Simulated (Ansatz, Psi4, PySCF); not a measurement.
C2H6AlCl, charge -1, doublet, geometry from GFN2-xTB (such geometries of metal compounds can be far from the true shape) (a state made from the parent by changing its charge; the spin is typed, not shown lowest) (in this run its highest filled SCF level lies above zero, so its values depend strongly on the basis, on diffuse functions most of all). Base run: CCSD(T)/STO-3G run with PySCF.

Here is a job for PySCF.
```python
from pyscf import gto, scf, cc

mol = gto.Mole()
mol.atom = '''
    Al    0.36695933    0.42865496    0.48164830
    C     1.95692773   -0.65701044   -0.32656185
    H     1.69918177   -1.63745946   -0.75295763
    H     2.72486752   -0.85434747    0.43432235
    H     2.46903929   -0.10900111   -1.13062786
    C    -0.55205430   -0.90172387    1.80277609
    H    -0.81963055   -1.88313168    1.38472315
    H    -1.48285509   -0.49444891    2.22328960
    H     0.09686377   -1.11066967    2.66467236
    Cl   -1.05218698    0.58052645   -1.17306678
'''
mol.basis = 'sto-3g'
mol.charge = -1
mol.spin = 1
mol.verbose = 4
mol.build()

mf = scf.UHF(mol)
mf.kernel()

mycc = cc.CCSD(mf)
mycc.kernel()
et = mycc.ccsd_t()
print('E(CCSD(T)) = %.10f' % (mycc.e_tot + et))
```

The same geometry, method and basis name were run in Ansatz (an electronic-structure program) and Psi4 and PySCF, at each program's defaults and at the settings that a row names. The base is PySCF at its defaults. Differences at the defaults can come from grids, fitting, cores and function types together.

| code and settings | ΔE vs base (µEh) | basis functions | E (Eh) | SCF cycles |
|---|---|---|---|---|
| PySCF, defaults (exact integrals, spherical functions, all electrons correlated) | 0.0 | 34 | -772.02988 | 11 |
| Psi4, defaults (exact integrals, spherical functions, all electrons correlated) | 0.0 | 34 | -772.02988 | 12 |
| Ansatz, defaults (factorised integrals, spherical functions, frozen core) | 8034 | 34 | -772.02184 | - |
| PySCF, frozen core | 8019 | 34 | -772.02186 | 11 |
| Psi4, exact integrals, spherical functions, frozen core | 8019 | 34 | -772.02186 | 12 |
| Ansatz, high accuracy, frozen core | 8019 | 34 | -772.02186 | - |

Open shells are given as the SCF converged; they aren't shown to be the lowest states, and a large step between rows can be another state.
